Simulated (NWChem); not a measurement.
System: C4H7N; SMILES C=C=CNC

```xyz
12

C     -0.4344    -2.2223    -0.0227
C      0.2362    -1.0976     0.0232
C      0.9520     0.0127     0.0167
N      0.4812     1.3115    -0.0917
C     -0.9304     1.5537     0.0178
H     -0.6904    -2.7085    -0.9740
H     -0.7724    -2.7336     0.8886
H      2.0449    -0.0728     0.0624
H      1.0720     1.9973     0.3612
H     -1.3625     1.2317     0.9870
H     -1.1354     2.6245    -0.1212
H     -1.4643     1.0023    -0.7724
```
Atoms are numbered in this order, from 1.

Computed with NWChem. Medium grid unless said otherwise, to which SCAN and Minnesota functionals are sensitive. Coordinates come from a PBE0/def2-SVP optimisation. B3LYP is NWChem's, with the RPA form of VWN correlation. Total energies of different functionals are on different scales.

```
level                                  energy (Ha)  highest occupied level (eV)  orbital gap (eV)  dipole (D)
-------------------------------------  -----------  ---------------------------  ----------------  ----------
PBE/def2-TZVP                            -211.1168                        -4.57              3.75        1.60
B3LYP/def2-TZVP                          -211.4036                        -5.52              5.42        1.54
TPSSh/def2-TZVP                          -211.4090                        -5.06              4.82        1.56
LDA (Slater exchange, VWN5)/def2-TZVP    -209.4875                            …                 …        1.59
M06-2X/def2-TZVP                         -211.2939                        -6.90              7.87        1.44
```

Problem. Some entries are withheld; supply them.

Solution. 
- LDA (Slater exchange, VWN5)/def2-TZVP, highest occupied level (eV): -4.70
- LDA (Slater exchange, VWN5)/def2-TZVP, orbital gap (eV): 3.66
